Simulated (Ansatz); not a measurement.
Consider the stannylene formation by 1,1-elimination: `C[Se][Sn]([CH3])([F])[Cl]` → `[F][Sn][Cl]` + `C[Se]C`.

Gas-phase electronic energies from Ansatz, PBE0-D4/def2-TZVP geometries. CBS: MP2 limit from def2 TZ/QZ plus the TZ coupled-cluster correction, frozen cores. DFT in def2-TZVPP. def2 core potentials past Kr. For Se, Sn outer-core shells are correlated without core-valence functions, which leaves a few kJ/mol of doubt a bond. Scalar relativity is left out up to krypton. One conformer a species, not always the lowest.

```json
{"level": "B97M-V", "ΔE (kcal/mol)": "18.2"}
{"level": "PBE0-D4", "ΔE (kcal/mol)": "19.9"}
{"level": "PBE-QIDH", "ΔE (kcal/mol)": "22.0"}
{"level": "CAM-B3LYP", "ΔE (kcal/mol)": "13.5"}
```

(1) What does CCSD(T)/CBS give? (An estimate is asked.)

Largest T1 diagnostic among the species: 0.016.

Answers

(1) Ansatz gave: +21.7 kcal/mol. The listed levels differ from it by -3.5, -1.8, 0.3, -8.2 kcal/mol.

From PBE to PBE0 (25 % exact exchange), in def2-TZVPP and without D4, ΔE moves by +4.2 kcal/mol. At CCSD(T), def2-SVP lies −0.9 kcal/mol from the extrapolated value and def2-TZVPP −1.5 kcal/mol.
